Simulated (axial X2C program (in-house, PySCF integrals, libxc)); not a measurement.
# Potential curves of MoC, with spin–orbit coupling

Calculated with an in-house relativistic program for diatomic molecules. Two-component (2c) means X2C with spin–orbit coupling and atomic mean-field two-electron Coulomb and Gaunt terms. Basis: Mo dyall-cv3z [11s12p9d5f3g], C dyall-v3z [7s6p2d1f] (cores contracted in-house); Gaussian nuclei, density fitting, unrestricted open shells. Masses: Mo 97.905 u, C 12.000 u.

State: Ω = 1 (⟨Sz⟩ = 1.00, ⟨Lz⟩ = 0.00 at PBE0). Energies in kJ/mol from the fragments at the same level (Mo + C). Fits are polynomials in 1 − R0/R over 0.85 to 1.23 times the lowest point R0.

```json
{"R (Å)": "1.4372", "PBE0": "-306.55", "B3LYP": "-323.21"}
{"R (Å)": "1.5033", "PBE0": "-388.30", "B3LYP": "-408.57"}
{"R (Å)": "1.5529", "PBE0": "-423.67", "B3LYP": "-446.56"}
{"R (Å)": "1.6024", "PBE0": "-441.82", "B3LYP": "-467.19"}
{"R (Å)": "1.6520", "PBE0": "-446.54", "B3LYP": "-474.15"}
{"R (Å)": "1.7098", "PBE0": "-439.31", "B3LYP": "-469.00"}
{"R (Å)": "1.7676", "PBE0": "-422.61", "B3LYP": "-453.40"}
{"R (Å)": "1.8420", "PBE0": "-393.50", "B3LYP": "-423.51"}
{"R (Å)": "1.9328", "PBE0": "-354.56", "B3LYP": "-380.41"}
{"R (Å)": "2.0650", "PBE0": "-299.74", "B3LYP": "-318.02"}
```

The state is a single determinant with fixed occupations, the lowest that a limited PBE0 search found. De is counted from the lowest determinant-based energies of the atoms at the same level, without counterpoise correction. Density functionals use the spin component along the axis (collinear). A 2c atom that is not at its ground J level misses part of its spin–orbit lowering, and De is too large by that part (0.04 eV or less for light atoms). This holds for PBE0, B3LYP. Without a current term, density functionals place determinants with orbital angular momentum somewhat too high. With several unpaired electrons one determinant need not be a pure state. Open-shell Ω = 0 determinants with evenly filled partner blocks cannot be reached by this program, so the Ω shown need not be the lowest component. The determinant is spin-polarised beyond a pure state at some levels (its spin-free form has ⟨S²⟩ too high), which makes Re and μ there less reliable.

Problem. What are Re, ωe and De at the PBE0 level?

Solution. At PBE0, 2c: Re = 1.648 Å, ωe ≈ 1060 cm⁻¹, De = 4.63 eV to Mo + C; Be follows as 0.581 cm⁻¹.

Problem. Fit the B3LYP curve near its minimum: give the equilibrium distance, the harmonic wavenumber and the well depth.

Solution. At B3LYP, 2c: Re = 1.658 Å, ωe ≈ 1050 cm⁻¹, De = 4.91 eV to Mo + C; Be follows as 0.574 cm⁻¹.
